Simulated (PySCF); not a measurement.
Electric field gradients and quadrupole coupling constants

Compound: C4H12OP2.
Geometry (GFN2-xTB, Å), atoms numbered from 1 in this order:
```xyz
19
C4H12OP2 angstrom
C     -1.0362   -0.6025   -1.5008
C     -0.4954   -0.0654   -0.1823
C     -1.0664    1.3042    0.1467
C     -0.7218   -1.0530    0.9539
P      1.3423    0.0818   -0.3970
O      2.0300   -1.1332   -0.8525
P      2.1496    0.9090    1.4560
H     -0.5615   -1.5537   -1.7359
H     -0.8203    0.0938   -2.3111
H     -2.1136   -0.7504   -1.4449
H     -0.8777    2.0027   -0.6669
H     -0.6088    1.6989    1.0546
H     -2.1416    1.2392    0.3039
H     -1.7807   -1.2794    1.0686
H     -0.1885   -1.9813    0.7487
H     -0.3536   -0.6381    1.8947
H      1.4392    1.1435   -1.3115
H      2.3908   -0.3833    1.9134
H      3.4043    0.9765    0.8550
```

Field gradients from the PBE0/pcSseg-1 density (PySCF, non-relativistic), principal values in atomic units, ordered |Vxx| ≤ |Vyy| ≤ |Vzz|:

| atom | Vxx | Vyy | Vzz |
| --- | --- | --- | --- |
| O6 | -0.3837 | -0.4700 | 0.8537 |

Question: Find the asymmetry η = (Vxx − Vyy)/Vzz and the couplings χ = eQV/h (234.96 MHz × Q in barn × V in au), with Q(17O) = −0.0256 b.

Answer: 
```json
{"atom": "O6", "environment": "phosphoryl oxygen", "nucleus": "17O", "η": "0.10", "χzz (MHz)": "-5.14", "χxx (MHz)": "2.31", "χyy (MHz)": "2.83"}
```

Question: What is Vzz at O6 in SI units (1 au = 9.71736 × 10²¹ V/m²)?

Answer: 0.8537 au = 8.296 × 10²¹ V/m².

Question: And the gradient at the other heavy atoms, for which no coupling is worked out here?

Answer: 
```
atom                     environment  Vzz (au)     η
  C1                   methyl carbon     0.094  0.52
  C2  sp3 carbon bound to phosphorus     0.055  0.14
  C3                   methyl carbon     0.068  0.24
  C4                   methyl carbon     0.078  0.54
  P5           phosphoryl phosphorus    -0.402  0.47
  P7     three-coordinate phosphorus    -1.112  0.06
```

Question: What couplings would deuterons (Q(2H) = 0.00286 b) have in place of the hydrogens, at this geometry?

Answer: 
```csv
atom,bonded to,bond length (Å),Vzz (au),η,χzz (kHz)
H8,C1,1.089,0.3062,0.02,206
H9,C1,1.090,0.3094,0.04,208
H10,C1,1.089,0.3137,0.02,211
H11,C3,1.089,0.3117,0.03,209
H12,C3,1.091,0.3040,0.03,204
H13,C3,1.089,0.3139,0.02,211
H14,C4,1.089,0.3138,0.02,211
H15,C4,1.090,0.3039,0.02,204
H16,C4,1.092,0.3054,0.04,205
H17,P5,1.405,0.1790,0.01,120
H18,P7,1.392,0.2011,0.08,135
H19,P7,1.393,0.2012,0.08,135
```

Isolated species at its GFN2-xTB geometry (one conformer only). GFN2-xTB bond lengths can be off by several hundredths of an ångström, more for odd bonds, and the gradients follow them. These gradients aren't converged with respect to the basis.
